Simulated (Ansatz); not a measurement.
Ga₂P₃. Charge 0, multiplicity 2. Geometry PBE-D4/def2-SVP; atoms count from 1.

```xyz
5

Ga    0.5378    0.8794    1.6645
Ga   -1.1263    0.9123   -2.1043
P     1.0191    0.6765   -0.7717
P    -0.4787   -0.8630   -0.3349
P     0.0480   -1.6052    1.5464
```

Another isomer (doublet) lies 1.05 eV lower at PBE0-D4/def2-TZVP; other spin states weren't run for this one.

Estimate the Mulliken populations from the PBE0/def2-TZVP orbitals of Ansatz.


```
atom  charge (e)  spin (α − β)
 Ga1        0.24          0.06
 Ga2        0.25          0.04
  P3       -0.27          0.18
  P4       -0.07         -0.06
  P5       -0.15          0.78
```
Mulliken values and Mayer orders depend strongly on the basis.

Where does the spin sit?

Summed by element: Ga 0.11, P 0.89, of 1 unpaired in all. Largest on single atoms: P5 0.78, P3 0.18, P4 -0.06.

And the Mayer bond orders between bonded heavy atoms (over 0.3)?

Ga1–P3 0.74 (2.49 Å); Ga1–P5 0.65 (2.54 Å); Ga2–P3 0.73 (2.54 Å); Ga2–P4 0.43 (2.59 Å); P3–P4 1.23 (2.19 Å); P4–P5 1.51 (2.09 Å). Values over 0.3 also appear between atoms too far apart for a bond (Ga1–P4 0.32 at 2.84 Å); they arise where an orbital or an unpaired electron spreads over both atoms.
